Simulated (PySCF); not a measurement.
Highest orbital energy against ionisation energy along group 14

Calculated with PySCF 2.14, no spin-orbit coupling. Each cell gives −ε(HOMO) / ΔSCF in eV; NIST values include spin-orbit coupling, (s) semi-empirical, (t) theoretical.

```tsv
species	UHF	LDA	PBE	PBE0	r2SCAN	NIST (lowest levels)
C⁺ (dyall-av2z, non-relativistic)	24.852 / 24.155	17.805 / 24.769	17.948 / 24.849	19.787 / 24.830	18.625 / 24.985	24.383
Si⁺ (dyall-av2z, non-relativistic)	16.150 / 15.786	12.058 / 16.325	12.174 / 16.370	13.307 / 16.389	12.539 / 16.471	16.346
Ge⁺ (dyall-av2z, non-relativistic)	15.532 / 15.208	11.710 / 15.863	11.703 / 15.743	12.810 / 15.768	12.081 / 15.930	15.935
Sn⁺ (dyall-av2z, non-relativistic)	13.994 / 13.702	10.697 / 14.361	10.637 / 14.185	11.627 / 14.221	10.958 / 14.331	14.633
```

**Question.** How far is −ε(HOMO) from ΔSCF on average for each method, and why?

**Answer.** UHF 0.42 eV; LDA -4.76 eV; PBE -4.67 eV; PBE0 -3.42 eV; r2SCAN -4.38 eV. Hartree-Fock orbital energies lack relaxation and so exceed the ΔSCF value; semilocal functionals have convex E(N) from self-interaction, so their HOMO lies far too high; exact exchange moves hybrids part of the way back.
